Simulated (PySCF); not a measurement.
The dipole of `C#C[C@@H]1CC(F)=C(F)[S@]1=O` from its density and from atomic charges.

Coordinates (GFN2-xTB, Å) and charges (e) from the PBE0/pcSseg-1 density (PySCF):

```csv
atom,x,y,z,Mulliken,IAO,Hirshfeld,ESP-fitted
C1,2.507,-0.320,1.140,-0.3644,-0.2172,-0.0975,-0.4076
C2,1.658,-0.373,0.296,+0.3486,-0.0519,-0.0586,-0.0270
C3,0.606,-0.429,-0.681,-0.4710,-0.2578,-0.0221,-0.1245
C4,-0.136,0.901,-0.811,-0.1168,-0.2800,-0.0689,-0.3184
C5,-1.143,0.913,0.293,+0.2536,+0.2625,+0.0773,+0.2876
F6,-1.635,2.095,0.686,-0.2501,-0.2438,-0.0663,-0.1662
C7,-1.465,-0.266,0.804,+0.1047,+0.0397,+0.0208,+0.0548
F8,-2.335,-0.515,1.783,-0.2413,-0.2348,-0.0707,-0.1012
S9,-0.669,-1.680,-0.062,+0.7285,+1.1102,+0.3480,+0.3394
O10,-1.528,-1.974,-1.200,-0.5775,-0.8753,-0.3488,-0.4166
H11,3.266,-0.272,1.862,+0.0501,+0.2094,+0.1002,+0.3216
H12,0.976,-0.804,-1.637,+0.1910,+0.1883,+0.0670,+0.2228
H13,-0.644,0.969,-1.777,+0.1747,+0.1747,+0.0605,+0.1438
H14,0.542,1.754,-0.718,+0.1698,+0.1761,+0.0593,+0.1914
```

**Question.** Compute μ = Σ q r for each scheme (1 e·Å = 4.803 D) and compare with the dipole of the full density.

**Answer.** The full density gives (3.30, 1.57, 0.13) D, 3.65 D in size; dipole vectors point from the negative to the positive end.

```tsv
scheme	μx	μy	μz	size (D)	share of the full size (%)	angle to the full dipole (°)
Mulliken	3.11	0.50	-1.65	3.56	97	34
IAO	6.17	-0.39	1.39	6.34	173	31
Hirshfeld	2.38	0.71	0.64	2.56	70	15
ESP-fitted	3.31	1.54	0.12	3.65	100	1
```

**Question.** Which set comes closest?

**Answer.** Length of the difference vector: ESP-fitted 0.04 D, Hirshfeld 1.36 D, Mulliken 2.09 D, IAO 3.70 D. Closest: ESP-fitted. The schemes that divide the density aren't constrained to reproduce the dipole.

**Question.** What is left for the Hirshfeld atoms' own dipoles?

**Answer.** The Hirshfeld atoms' densities add up to the full density, so μ = Σ q r + Σ (atomic dipoles). The atomic dipoles sum to (3.30, 1.57, 0.13) − (2.38, 0.71, 0.64) = (0.92, 0.86, -0.51) D, 1.36 D in size.

**Question.** With the origin at the mean of the coordinates, (0.000, 0.000, -0.002) Å, which are the largest single terms, by size, of the IAO dipole along the direction of the full one?

**Answer.** O10 +9.55, S9 -7.08, H11 +2.91, F8 +2.55, C1 -2.26 D; all 14 atoms together +5.45 D. The single terms depend on the origin, their sum doesn't.

**Question.** Give the size of the full dipole in other units.

**Answer.** 3.65 D = 1.438 au = 0.761 e·Å = 12.19 × 10⁻³⁰ C·m.

Isolated species at its GFN2-xTB geometry (one conformer only).
